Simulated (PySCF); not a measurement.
GeH, SMILES [GeH] (connectivity only; charge and spin as stated), charge +1, multiplicity 1.

Coordinates come from a PBE0-D3(BJ)/def2-TZVPD optimisation. The multiplicity is an assumed one; other spin states were not compared.

Two levels are set side by side: PBE/def2-TZVPD (PySCF) and HF/def2-TZVPD (PySCF). Same geometry, gas phase. Differences are taken from unrounded values.

```csv
quantity,HF
orbital gap (eV),10.77
highest occupied level (eV),-17.57
lowest empty level (eV),-6.80
mean polarisability (bohr³),22.7
```

Task: What does PBE give, and how far is it from HF? (Estimate from the structure and the level; the computed values follow.)

Result: 
```
quantity                        PBE  PBE minus HF
---------------------------  ------  ------------
orbital gap (eV)               2.73         -8.04
highest occupied level (eV)  -13.95          3.62
lowest empty level (eV)      -11.21         -4.42
mean polarisability (bohr³)    21.4          -1.3
```

Without exact exchange PBE keeps part of each electron's self-repulsion, which lifts occupied levels and narrows the gap. Differences between two approximate levels are no errors against the true value.

Rough cost on one machine, each run with all the roots and properties that it gave: HF against PBE about 1/4.
